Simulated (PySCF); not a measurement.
## Correlation energy of Sn+ (tin, charge +1)

[Kr] 4d10 5s2 5p1, 2P determinant. All numbers are calculated (PySCF 2.14, scalar relativity through the core potential, in def2-SVP with the def2 core potential (28 electrons) (4s4p2d, 26 functions)). Frozen: 4s2 4p6 4d10; 3 electrons correlated.

MP2 pair energies summed by pair of shells (mhartree):

```csv
pair,energy,share (%)
5s-5s,-15.80,59.1
5s-5p,-10.93,40.9
```

Total MP2 correlation energy: -26.73 mhartree.

Same-spin part -1.83 and opposite-spin part -24.90 mhartree; SCS-MP2 scales them by 1/3 and 6/5 to -30.49 mhartree.

```json
{"level": "CCSD", "correlation energy (mhartree)": "-39.84"}
{"level": "(T)", "correlation energy (mhartree)": "-0.37"}
{"level": "CCSD(T)", "correlation energy (mhartree)": "-40.21"}
```

Diagnostics: T1 = 0.0088, D1 = 0.0215, largest double amplitude 0.096.

**Question.** Is a single reference adequate?

**Answer.** Mostly. T1 lies below 0.03, but a double amplitude of this size points to a near-degeneracy that CCSD handles and MP2 describes poorly.
